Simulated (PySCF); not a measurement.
**How methods differ on the ionisation energy of Sc**

Sc [Ar] 3d1 4s2 (2D) → Sc⁺ [Ar] 3d1 4s1 (3D), as a difference of total energies. Calculation: PySCF 2.14, in 6-31G* (5s4p2d1f, 34 functions); no relativity, point nucleus. Correlated levels: valence: [Ar] frozen. The calculations carry no spin-orbit coupling.

```
           method  ionisation energy (eV)  difference from reference (eV)
              UHF                   5.356                          -1.206
             TPSS                   6.300                          -0.262
    MP2 (valence)                   5.881                          -0.681
SCS-MP2 (valence)                   5.987                          -0.575
```

Reference: 6.562 eV (measured; NIST levels, between the centres of gravity of the two terms).

These non-relativistic numbers lack the scalar-relativistic shift.

Errors of the correlated levels include the incompleteness of this basis and the frozen core.

MP2 underrates the near-degeneracy of ns² with np² in the lower species.
